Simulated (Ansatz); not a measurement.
Frontier orbitals of C₂H₉NOSi, SMILES `CO[SiH](C)N`.

Total charge 0; spin multiplicity 1. The geometry is a stationary point of PBE0-D4/def2-TZVP. It is one conformer, not always the lowest. Basis def2-TZVPP, Ansatz 0.2.0.

| functional | HOMO (eV) | LUMO (eV) | gap (eV) |
| --- | --- | --- | --- |
| PBE | -6.08 | 0.21 | 6.29 |
| PBE0 | -7.56 | 1.05 | 8.61 |
| B3LYP | -7.31 | 0.71 | 8.02 |
| r2SCANh | -6.94 | 1.16 | 8.10 |
| r2SCAN0 | -7.78 | 1.52 | 9.30 |
| LC-ωPBE | -10.39 | 3.14 | 13.53 |
| ωB97M-V | -9.97 | 2.45 | 12.42 |
| HF | -11.21 | 3.63 | 14.84 |

From PBE to PBE0 the HOMO moves by −1.48 eV and the LUMO by +0.84 eV, and with ωB97M-V by −3.89 and +2.24 eV, so the gap grows from 6.29 to 12.41 eV with exact exchange. A positive LUMO is unbound and depends on the basis.

B3LYP here is the variant with VWN-RPA as its local correlation; programs differ in this. LC-ωPBE has ω = 0.4 bohr⁻¹.
